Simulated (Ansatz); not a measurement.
Total energies of C7H5ClO, SMILES `O=C(Cl)c1ccccc1`.

| atom | x (Å) | y (Å) | z (Å) |
| --- | --- | --- | --- |
| O1 | 0.4944 | 2.7168 | 1.5189 |
| C2 | 0.6310 | 2.1819 | 0.4704 |
| Cl3 | 1.3751 | 3.0902 | -0.8779 |
| C4 | 0.2366 | 0.7956 | 0.1508 |
| C5 | -0.3485 | 0.0619 | 1.1840 |
| C6 | -0.7455 | -1.2432 | 0.9653 |
| C7 | -0.5619 | -1.8238 | -0.2830 |
| C8 | 0.0194 | -1.0970 | -1.3115 |
| C9 | 0.4192 | 0.2112 | -1.0985 |
| H10 | -0.4821 | 0.5341 | 2.1491 |
| H11 | -1.1995 | -1.8113 | 1.7685 |
| H12 | -0.8734 | -2.8479 | -0.4540 |
| H13 | 0.1623 | -1.5507 | -2.2849 |
| H14 | 0.8729 | 0.7823 | -1.8971 |

The species carries charge 0 and has multiplicity 1. The structure was optimised at the PBE0-D4/def2-TZVP level. It is one conformer, not always the lowest. Basis def2-TZVPP, Ansatz.

RPA on PBE orbitals: Hartree–Fock energy of these orbitals -802.40909 Eh, correlation -2.35867 Eh (frozen core).

```tsv
functional	energy without D4 (Eh)	D4 term (kJ/mol)
LDA (SPW92)	-800.84869	–
PBE	-804.72615	-43.4
revPBE	-805.15452	-138.6
BLYP	-805.21487	-96.0
r2SCAN	-805.11446	-11.3
B97M-V	-805.21348	–
PBE0	-804.77905	-36.8
B3LYP	-805.35120	-69.5
r2SCANh	-805.09326	-11.9
r2SCAN0	-805.06338	-13.1
HSE06 (plane-wave form)	-804.75333	-34.1
BHLYP	-805.12632	-50.4
CAM-B3LYP	-805.16886	-37.1
LC-ωPBE	-804.95051	–
ωB97X-V	-805.15967	–
ωB97M-V	-805.18955	–
B2PLYP	-804.92123	–
PBE-QIDH	-804.63556	–
```

B3LYP takes the VWN-RPA correlation (the form of Gaussian; ORCA's B3LYP/G). HSE06 is the plane-wave form, built on full-range PBE exchange. The double hybrids freeze the cores in their second-order part.

LC-ωPBE has ω = 0.4 bohr⁻¹.
